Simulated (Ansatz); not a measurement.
Geometry optimisation, RKS revPBE/def2-SVP (Ansatz 0.2.0).

input.yaml

```yaml
crystal:
  periodic: [false, false, false]
  atoms:
    - { symbol: Ta, position_ang: [-0.098238, 0.221642, 0.001113] }
    - { symbol: Cl, position_ang: [2.337753, 0.354153, 0.166182] }
    - { symbol: F, position_ang: [-0.077246, 0.567171, 1.880484] }
    - { symbol: F, position_ang: [0.197047, -0.170669, -1.841712] }
    - { symbol: F, position_ang: [-1.038275, 1.788134, -0.386826] }
    - { symbol: O, position_ang: [-1.332558, -1.189609, 0.188126] }
    - { symbol: H, position_ang: [-1.294712, -1.998994, 0.730708] }
    - { symbol: F, position_ang: [1.133534, -2.470289, 1.001292] }
    - { symbol: H, position_ang: [1.966996, -2.048339, 0.989234] }
basis:
  gaussian: { orbitals: def2-SVP }
hamiltonian:
  xc: revpbe
relax:
  f_tol: 0.03
  max_steps: 50
output:
  orbitals: {}
```

Run as:

```bash
$ ansatz run input.yaml --threads 4 --pin off --max-ram 5120MiB --backend cpu --events-out ev --progress --plain --runs-dir out
```

Where does it end, and by what steps?

It converged. After 13 steps the energy has fallen by 0.238 eV; H9 moved furthest, 0.59 Å. Joined: Ta1–F8 (3.12 → 2.38 Å).

| step | energy less start (eV) | largest force component (eV/Å) | accepted |
| --- | --- | --- | --- |
| 0 | 0.0000 | 0.741 | yes |
| 1 | -0.0509 | 0.604 | yes |
| 2 | -0.0965 | 0.461 | yes |
| 3 | -0.1771 | 0.465 | yes |
| 4 | -0.1059 | 1.588 | no |
| 5 | -0.2087 | 0.208 | yes |
| 6 | -0.2254 | 0.235 | yes |
| 7 | -0.2274 | 0.239 | yes |
| 8 | -0.2325 | 0.115 | yes |
| 9 | -0.2349 | 0.163 | yes |
| 10 | -0.2372 | 0.138 | yes |
| 11 | -0.2378 | 0.067 | yes |
| 12 | -0.2383 | 0.041 | yes |
| 13 | -0.2385 | 0.014 | yes |

```xyz
9
Properties=species:S:1:pos:R:3
Ta -0.016 -0.010 0.108
Cl 2.380 0.472 0.260
F 0.010 0.245 2.002
F 0.387 -0.620 -1.652
F -0.782 1.627 -0.364
O -1.498 -1.167 0.252
H -1.819 -1.959 0.716
F 1.141 -2.003 0.712
H 1.991 -1.533 0.694
```

Whether the end is a true minimum wasn't checked by a vibrational analysis.

Run time: 26 s on 4 threads of Intel(R) Xeon(R) Platinum 8259CL CPU @ 2.50GHz (Skylake/Cascade Lake), on a shared host, peak memory 0.22 GiB.
